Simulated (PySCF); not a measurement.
# C₆ coefficients of unlike pairs at PBE

Calculated with PySCF 2.14 from the dipole response of each species, C₆(A,B) = (3/π) ∫ α_A(iu) α_B(iu) du, in atomic units, from isotropic polarisabilities. For ions this is the dispersion term alone; charge-induced terms of lower order in 1/R come first.

```json
{"species": "Zr³⁺", "configuration": "[Kr] 4d1 (2D)", "basis": "aug-cc-pVTZ-PP with ECP28MDF (6s6p5d3f2g)", "relativity": "core potential", "α (bohr³)": "5.771", "C₆ (like pair)": "23.38"}
{"species": "Li⁺", "configuration": "1s2 (1S)", "basis": "dyall-av3z (15s9p3d)", "relativity": "spin-free X2C", "α (bohr³)": "0.2079", "C₆ (like pair)": "0.08651"}
{"species": "B⁺", "configuration": "[He] 2s2 (1S)", "basis": "dyall-av3z (15s9p3d2f)", "relativity": "spin-free X2C", "α (bohr³)": "10.63", "C₆ (like pair)": "28.77"}
{"species": "Sc²⁺", "configuration": "[Ar] 3d1 (2D)", "basis": "aug-cc-pVQZ-DK (9s8p6d4f3g2h)", "relativity": "spin-free X2C", "α (bohr³)": "5.206", "C₆ (like pair)": "15.12"}
```

Problem. Estimate C₆ for B⁺ with Zr³⁺.

Solution. The integral gives 22.74. The combination rule 2 C_A C_B / (C_A α_B/α_A + C_B α_A/α_B) gives 22.93 and the geometric mean 25.94.

No spin-orbit coupling is included.

The other pairs:

| pair | C₆ |
| --- | --- |
| B⁺, Li⁺ | 1.038 |
| Sc²⁺, Li⁺ | 1.040 |
| Sc²⁺, B⁺ | 18.70 |
| Li⁺, Zr³⁺ | 1.302 |
| Sc²⁺, Zr³⁺ | 18.77 |
